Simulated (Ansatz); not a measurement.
A nudged elastic band was laid between two geometries of ClH4NSi + H2O (10 atoms, charge 0, multiplicity 1).

The calculation used RKS r2SCAN-D4/def2-SVP in Ansatz.

```
movable images  : 5
climbing image  : yes
spring          : 5.0 eV/Å²
optimiser       : quadratic models (default)
start path      : through a guess of the saddle point
force threshold : 0.05 eV/Å
iteration limit : 60
end points      : relaxed
```

Image 0:

```xyz
10
Properties=species:S:1:pos:R:3
Si -0.074 0.343 0.107
N 0.060 0.039 1.819
H -0.783 -0.267 2.303
H 0.543 0.736 2.384
Cl 1.840 0.545 -0.633
H -0.768 1.616 -0.243
H -0.807 -0.800 -0.492
O 1.268 -2.499 0.984
H 0.444 -2.997 1.054
H 1.081 -1.705 1.518
```

Image 6:

```xyz
10
Properties=species:S:1:pos:R:3
Si 0.037 -0.492 0.027
N 0.495 0.008 2.094
H -0.250 -0.314 2.713
H 0.647 1.007 2.241
Cl 1.888 0.482 -0.356
H -1.098 0.457 0.254
H -0.227 -0.939 -1.396
O 0.042 -2.014 0.764
H -0.080 -2.701 0.097
H 1.349 -0.485 2.362
```

Q: Which bonds break or form, and what moves?

A: Bonds broken: O8–H10. Bonds formed: Si1–O8, N2–H10. ClH4NSi + H2O becomes ClH6NOSi.

Q: Give the energies along the band, and the barrier.

A: It converged. The highest image is number 2 of 0 to 6, 17.9 kcal/mol above the first end and 32.0 kcal/mol above the last; the last end lies 14.1 kcal/mol below the first. A vibrational analysis at the climbing image gives one clearly imaginary mode, 987i cm⁻¹: a first-order saddle point. The orbitals stay closed-shell, which can raise the energy where a bond breaks towards radicals; this wasn't checked here.

```tsv
image	path coordinate (Å)	energy (kcal/mol)	O8–H10 (Å)	Si1–O8 (Å)	N2–H10 (Å)
0	0.00	0.0	0.98	3.26	2.04
1	0.86	3.4	0.99	2.71	1.80
2	1.71	17.9	1.25	1.97	1.26
3	2.50	5.0	1.81	1.76	1.03
4	3.29	-4.2	2.08	1.71	1.02
5	4.07	-12.3	2.31	1.69	1.02
6	4.86	-14.1	2.57	1.69	1.02
```

Q: What is the geometry of the highest image?

A: 
```xyz
10
Properties=species:S:1:pos:R:3:forces:R:3
Si 0.142 -0.170 0.140 -0.01 0.01 -0.03
N 0.096 -0.144 2.038 -0.02 0.02 0.03
H -0.841 -0.070 2.439 0.00 0.00 -0.01
H 0.669 0.595 2.452 0.01 -0.01 0.00
Cl 1.947 0.392 -0.765 0.00 -0.01 0.00
H -0.532 1.170 -0.050 0.00 0.01 0.00
H -0.872 -1.048 -0.535 0.00 0.00 0.01
O 1.018 -1.820 0.777 -0.01 0.00 0.02
H 0.566 -2.623 0.486 0.01 -0.03 -0.01
H 0.610 -1.271 1.817 0.02 0.00 -0.01
```

Q: What are the harmonic wavenumbers there?

A: 987i, 92, 214, 268, 425, 472, 491, 506, 642, 685, 752, 776, 825, 932, 1023, 1129, 1498, 1568, 1852, 2094, 2159, 3500, 3594, 3843 cm⁻¹.

The run took 120 s on 4 threads of Arm Neoverse V2, with other jobs on the host, peak memory 0.16 GiB.
